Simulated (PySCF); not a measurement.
Choosing a molecule for a target property.

Species are written as SMILES; each is one conformer at its optimised geometry, gas phase, non-relativistic unless stated. Electronic properties by PySCF.

The conformers computed, where there is a choice (atom-mapped SMILES and torsion angles):
- `[O:1]=[CH:2][O:3][C@@H:4]1[CH2:5][CH2:6][Se:7]1`: O1–C2–O3–C4 -1°, C2–O3–C4–C5 165°
- `[CH3:1][CH:2]([CH3:3])[AsH2+:4][AlH3-:5]`: C1–C2–As4–Al5 -57°
- `[O:1]=[CH:2][c:3]1[cH:4][cH:5][cH:6][cH:7][n:8]1`: O1–C2–C3–C4 0°

(1) Wanted: electronic spatial extent ⟨r²⟩ about the centre of nuclear charge between 1000 bohr² and 1100 bohr² (B3LYP/def2-SVPD) and HOMO–LUMO gap above 4 eV (B3LYP/def2-SVPD), at PBE0-D3(BJ)/def2-SVP geometries. Which candidate meets both?
A. `CC(C)[AsH2+][AlH3-]`
B. `O=Cc1ccccn1`
C. `C(=[Se])C`
D. `O=CO[C@@H]1CC[Se]1`

## Answers

(1) D. Computed values:
```csv
species,electronic spatial extent ⟨r²⟩ about the centre of nuclear charge,HOMO–LUMO gap
C(=[Se])C,353 bohr²,3.37 eV
O=Cc1ccccn1,898 bohr²,4.92 eV
O=CO[C@@H]1CC[Se]1,1030 bohr²,5.22 eV
CC(C)[AsH2+][AlH3-],1147 bohr²,6.83 eV
```
